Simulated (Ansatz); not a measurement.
Basis-set extrapolation for `N[Si]([SiH3])(Cl)O[SiH3]` (PBE0-D4/def2-TZVP geometry, frozen core, Ansatz 0.2.0). Multiplicity 1, RHF reference.

```
                       def2-TZVPP    def2-QZVPP
                 HF  -1460.565753  -1460.613057
    MP2 correlation     -1.004274     -1.087388
CCSD(T) correlation     -1.116929       not run
```

Energies in hartree. Use E(X) = E(∞) + A·exp(−7.88·√X) for Hartree–Fock and E(X) = E(∞) + B·X^(−2.97) for correlation, with X = 3 and 4, and add CCSD(T) minus MP2 of the smaller set to the MP2 limit.

Problem. What is the CCSD(T) energy at the basis-set limit?

Solution. HF limit: -1460.613057 + (-0.047304) × 0.13774 = -1460.61957. MP2 limit: -1.087388 + (-0.083114) × 0.74074 = -1.14895. Higher-order term: -1.116929 − (-1.004274) = -0.11266. Total: -1461.88118 hartree, 5.40 eV below CCSD(T)/def2-TZVPP.
